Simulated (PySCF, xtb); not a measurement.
C₃H₇N, SMILES N(=C/C)/C.

GFN2-xTB in xtb at its own geometry gives an orbital gap of 3.66 eV and a dipole moment of 2.19 D.

Coordinates come from a r2SCAN-D4/def2-SVP optimisation. The structure was generated by enumeration; whether it is a known compound was not checked.

### Question
What does M06-2X/def2-TZVP (PySCF) give? (An estimate is asked for; the answer gives what the named calculation found.)

### Answer
gap 9.53 eV (levels -8.36 and 1.17 eV), dipole 2.00 D.
